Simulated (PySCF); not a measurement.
A run for PySCF: R-B3LYP/LANL2DZ on AsBH4O2 (SMILES OB(O)[AsH2]), a point of a torsion scan.

```python
from pyscf import gto, scf, dft, mp
from pyscf.data.elements import chemcore

mol = gto.M(
    atom='''
    O    -1.20256625   -1.17015183    0.39869058
    B    -0.44145760   -0.10157844    0.09703032
    O    -1.03649472    1.12011156    0.10783313
    As    1.50416864   -0.49522888   -0.39026229
    H    -2.12231121   -0.98502332    0.60112228
    H    -0.49539214    1.87822228   -0.10786051
    H     2.04363755    0.34141269    0.74507023
    H     1.56083034   -1.70219574    0.48708978
    ''',
    basis='lanl2dz',
    ecp={'As': 'lanl2dz'},
    charge=0, spin=0, verbose=3, max_memory=1800)
mf = dft.RKS(mol, xc='b3lyp')
mf.conv_tol = 1e-8
mf.max_cycle = 100
mf.kernel()
if not mf.converged:
    mf = mf.newton().run(mf.mo_coeff, mf.mo_occ)
```

Output:

```
converged SCF energy = -183.894700808546
```

The calculation finished and met its thresholds.

Cost: about 4 core-seconds (a rough figure).
